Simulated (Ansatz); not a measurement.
`B1NCN1` at its PBE0-D4/def2-TZVP geometry, where that method's forces vanish. Total charge 0; spin multiplicity 1.

```xyz
9

B    -0.6282   -0.6117    0.7321
N     0.5460   -0.8895   -0.0353
C     0.4819    0.4692   -0.5615
N    -0.7147    0.7251    0.2321
H    -1.2833   -1.2497    1.4957
H     0.8949   -1.6780   -0.5481
H     1.3455    1.0880   -0.2902
H     0.3137    0.5278   -1.6435
H    -0.9558    1.6189    0.6187
```

Problem. What forces (eV/Å) does PBE-D4/def2-TZVPP give on these atoms in Ansatz 0.2.0? (Estimate.)

Solution. The calculation gave: 
```
B1  -0.232 -0.226  0.270
N2   0.211 -0.148  0.119
C3   0.127  0.124 -0.148
N4  -0.255  0.106 -0.068
H5  -0.069 -0.067  0.080
H6   0.133 -0.293 -0.197
H7   0.192  0.148  0.047
H8  -0.022  0.018 -0.245
H9  -0.086  0.338  0.142
```
